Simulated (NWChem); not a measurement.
Molecule: SiH₃TeCl; SMILES [SiH3][Te]Cl

def2 effective core potentials on Te; no spin-orbit coupling.

Problem. Give the equilibrium geometry at PBE0/def2-SVP with def2 effective core potentials on Te (NWChem) as a Z-matrix, with the point group.

Solution. point group Cs; any orientation.
```
Si
H 1 1.4897
H 1 1.4897 2 110.42
H 1 1.4942 2 110.56 3 122.68
Te 1 2.5079 2 110.15 3 -121.88
Cl 5 2.3894 1 91.53 2 60.99
```
